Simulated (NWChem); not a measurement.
System: AlH$_{2}$O$_{2}$, doublet; SMILES [Al]([OH])[OH]

```xyz
5

Al     0.0000     0.0000    -0.5171
O     -1.5390     0.0000     0.2662
H     -1.6545     0.0000     1.2319
O      1.5390     0.0000     0.2662
H      1.6545     0.0000     1.2319
```
Atoms are numbered in this order, from 1.

Computed with NWChem. Spin-unrestricted. In the optimisation the excess spin sits in a1 (C2v, its own frame). Structure relaxed at the PBE-D3(BJ)/def2-SVP, spin-unrestricted level. This spin state was assumed; another may lie lower. No stability test was run on the SCF state. B3LYP is NWChem's, with the RPA form of VWN correlation. Vertical excitations in the gas phase; the lowest state need not have the same character in each row. Excited states of an open shell can be spin-contaminated.

### Question
Order these by “lowest excitation (eV)”, lowest first: B3LYP/def2-SVP, TDA; CAM-B3LYP/def2-SVP, TDA; UHF/def2-SVP, CIS.

### Answer
B3LYP/def2-SVP, TDA (4.15), CAM-B3LYP/def2-SVP, TDA (4.21), UHF/def2-SVP, CIS (4.36)
